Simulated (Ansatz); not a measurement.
`C[CH2][SbH2]` + `O[AsH][GeH3]` → `[GeH3][AsH][SbH2]` + ethanol  (formal exchange of groups at the Sb–C bond)

Isolated molecules relaxed with PBE0-D4/def2-TZVP in Ansatz; ΔE leaves out vibrations. CCSD(T)/CBS adds triple-zeta CCSD(T) − MP2 to the extrapolated MP2 energy (def2 sets, frozen cores). Functionals use def2-TZVPP. Elements past krypton have def2 core potentials. For As, Ge, Sb outer-core shells are correlated without core-valence functions, which leaves a few kJ/mol of doubt a bond. Scalar relativity is left out up to krypton. One conformer a species, not always the lowest.

`C[CH2][SbH2]`:

Cartesian coordinates in Å:
```
C 0.656 -0.048 -0.907
C -0.298 -0.781 0.016
Sb -1.086 0.397 1.659
H 1.012 -0.702 -1.709
H 1.531 0.319 -0.365
H 0.176 0.816 -1.372
H 0.180 -1.649 0.478
H -1.171 -1.154 -0.526
H -1.443 1.744 0.664
H 0.442 1.056 2.062
```

`O[AsH][GeH3]`:

```xyz
8

O    -1.421    1.301    0.426
As   -0.464    0.764   -1.017
Ge    0.977   -0.748    0.228
H    -1.576    2.245    0.337
H    -1.397   -0.382   -1.414
H     1.672   -1.694   -0.768
H     0.165   -1.565    1.244
H     2.044    0.078    0.963
```

`[GeH3][AsH][SbH2]`:

```xyz
9

Ge   -1.407   -0.839   -0.293
As    0.335   -0.403    1.335
Sb    0.952    1.942    0.285
H    -2.637   -0.002    0.095
H    -1.775   -2.331   -0.244
H    -0.987   -0.469   -1.727
H     1.374   -1.176    0.535
H     2.443    1.988    1.119
H     1.702    1.291   -1.105
```

`CCO`:

Cartesian coordinates in Å:
```
C 0.246 -0.879 -0.006
C -0.306 0.486 -0.353
O -0.506 1.303 0.783
H 0.340 -1.499 -0.902
H -0.410 -1.391 0.702
H 1.240 -0.799 0.446
H -1.289 0.390 -0.819
H 0.348 0.985 -1.082
H 0.337 1.405 1.231
```

**Question.** Is it downhill or uphill in electronic energy at CCSD(T)/CBS, and by how much? (Estimate.)

**Answer.** The calculation gave: Downhill: ΔE = -43.4 kJ/mol.

**Question.** What do these levels give: r2SCANh-D4, ωB97X-V, ωB97M-V, PBE-QIDH, r2SCAN0, SCS-MP2/def2-TZVPP? (Best estimate.)

**Answer.** Ansatz gave: r2SCANh-D4 -47.2, ωB97X-V -39.9, ωB97M-V -41.1, PBE-QIDH -48.3, r2SCAN0 -51.1, SCS-MP2/def2-TZVPP -35.2 kJ/mol.

**Question.** What do rigid-rotor, harmonic-oscillator terms from PBE0-D4/def2-TZVP frequencies (298.15 K, 1 bar) make of the CCSD(T)/CBS value? (Estimate.)

**Answer.** Computed: ΔZPE = +5.0 kJ/mol, ΔH = -38.2 kJ/mol, ΔS = 0 J/(mol·K), ΔG = -38.2 kJ/mol.

Largest T1 diagnostic among the species: 0.012.

At CCSD(T), def2-SVP lies −21.1 kJ/mol from the extrapolated value and def2-TZVPP +5.2 kJ/mol. Leaving LDA and LC-ωPBE aside and taking each functional with its dispersion term where it has one, the values, not all of them listed here, spread over 21.0 kJ/mol, from HSE06-D4 to B97M-V. LDA lies −6.3 kJ/mol from PBE without D4. In def2-TZVPP, CCSD(T) changes the Hartree–Fock value by +12.7 kJ/mol (the triples alone add +1.0 kJ/mol) and MP2 by +12.6 kJ/mol.
